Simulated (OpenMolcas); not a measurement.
## neutral niobium: effect of the IPEA shift

- Program: OpenMolcas 26.06
- Basis: ANO-RCC-VTZP [7s6p4d2f1g]
- Scalar Hamiltonian: DKH2, point nucleus
- Active space: 5 electrons in 6 orbitals (4d 5s)
- State averaging: 2S+1 = 6 even, 6 roots; 2S+1 = 4 even, 66 roots; 2S+1 = 2 even, 98 roots
- Spin-orbit coupling: RASSI with atomic mean-field integrals over the reference wave functions, term energies averaged over their components

Methods on the same reference wave functions:
A. CASSCF
B. MS-CASPT2, IPEA 0 Eh, imaginary shift 0.1 Eh (closed shells correlated: 4s 4p)
C. MS-CASPT2, IPEA 0.25 Eh, imaginary shift 0.1 Eh (closed shells correlated: 4s 4p)

Energies in eV above 4d4 5s 6D 1/2, the measured ground level; measured values from NIST Handbook of Basic Atomic Spectroscopic Data.

```tsv
Level	A	B	C	Measured
4d4 5s 6D 1/2	0.0000	0.0000	0.0000	0.0000
4d4 5s 6D 3/2	0.0175	0.0143	0.0183	0.0191
4d4 5s 6D 5/2	0.0454	0.0387	0.0472	0.0486
4d4 5s 6D 7/2	0.0823	0.0728	0.0853	0.0862
4d4 5s 6D 9/2	0.1270	0.1169	0.1331	0.1302
4d3 5s2 4F 3/2 [75 %]	1.1949	-0.577	-0.0781	0.1417
4d3 5s2 4F 5/2	1.2334	-0.530	-0.0326	0.1968
4d3 5s2 4F 7/2	1.2822	-0.469	0.0270	0.2671
4d4 5s 4P 1/2(1)	1.3221	-0.1477	0.542	
4d3 5s2 4F 9/2	1.3373	-0.394	0.0956	0.3478
4d4 5s 4P 3/2(1)	1.3727	-0.1218	0.566	
4d4 5s 4P 5/2(1)	1.4595	-0.0718	0.619	
4d4 5s 4D 1/2(1)	1.7433	0.753	0.996	
4d4 5s 4D 3/2(1)	1.7737	0.787	1.028	
4d4 5s 4D 5/2(1)	1.8148	0.828	1.070	
4d4 5s 4H 7/2	1.8465	1.342	1.545	
4d4 5s 4H 9/2 [59 %]	1.8636	1.350	1.558	
4d4 5s 4D 7/2(1)	1.8659	0.877	1.123	
4d4 5s 4H 11/2	1.8862	1.378	1.580	
4d4 5s 4H 13/2	1.9150	1.417	1.612	
4d5 6S 5/2	2.0520	1.540	1.556	
4d3 5s2 2G 7/2	2.1081	0.998	1.326	
4d3 5s2 2G 9/2	2.1543	1.051	1.379	
4d4 5s 4G 11/2 [68 %]	2.2087	1.580	1.806
```

B puts 4d3 5s2 4F 3/2 [75 %] lowest. C puts 4d3 5s2 4F 3/2 lowest.

Deviations, from unrounded energies. A percentage is the sum of absolute deviations over the sum of measured energies, with the sign that they share, or ± where signs differ.

```
                  Against measurement  Levels       A       B      C
       mean absolute deviation (cm-1)       8    4100    3000    960
fine structure of the ground term (%)       4    -4.2   -14.6   ±2.1
             other configurations (%)       4  +429.5  -306.7  -98.8
```

C lies closest to measurement on these levels and A furthest from it. The largest miss of C in the table is 4d3 5s2 4F 9/2, by -2000 cm-1. The ranking rests on the paired levels alone, and a cruder setting can come out closer through cancelling errors.

Between B and C the level of the table that moves most is 4d4 5s 4P 5/2(1), by 5600 cm-1 (lowest in B, highest in C). Moves below CASPT2's spread within the term are not significant.

From A to B the spin-free energies of the other terms of 4d4 5s shown, above 6D, scale by factors of -0.12 to 0.73.

The lowest spin-free term lies below A's lowest term by 0.390 hartree in B, 0.354 hartree in C.

CASPT2 breaks the degeneracy within a term, and the mean is taken; among the terms shown or strongly mixed into the levels shown the widest spread is 1600 cm-1 (4d3 5s2 4F, B). Over all roots computed the reference weight is 0.79 to 0.89 in B, 0.85 to 0.90 in C; the roots of lowest weight are the least certain, and an intruder state may touch them. Configurations are named by rounded mean occupations; where the s occupation lies near a half they are strongly mixed, a name can repeat and a true partner stay unpaired. A single d shell beside an s shell can misplace configurations of different d count against each other. The CASPT2 spread within a term exceeds the gap to the next term for 4d3 5s2 2H and 4d4 5s 4H, 4d4 5s 4H and 4d4 5s 4F(1), 4d4 5s 4F(1) and 4d4 5s 4G and others, so the order of their levels is uncertain, and so are names and mixing where such terms share a J (figures for B; the like holds for C). Without dynamic correlation excited terms often stand tens of per cent too high (terms of higher spin than the ground term too low), and those without a measured partner can miss by more than the paired ones (holds for A). Blocks of more than 70 roots (2S+1 = 2 even) ran without multistate coupling (holds for B; C). The lowest computed level is not the ground level that NIST lists (6D1/2) (holds for B; C). Some levels mix across a computed gap that differs much from the measured one, so their mixing is not that of the real levels (holds for C). Computed and measured levels are paired by configuration, term and J; levels that our copy of the source lacks, or whose pairing is in doubt (as where it misses far off the trend of its configuration), stay unpaired and out of the deviations. Levels of configurations outside the active space are missing. Levels that lie high or do not pair safely by name in every column are left out.

A share in square brackets marks a mixed level and gives the weight of the term that names it, the lowest over the columns. A number in round brackets counts repeated terms of one configuration in the order of the reference energies.
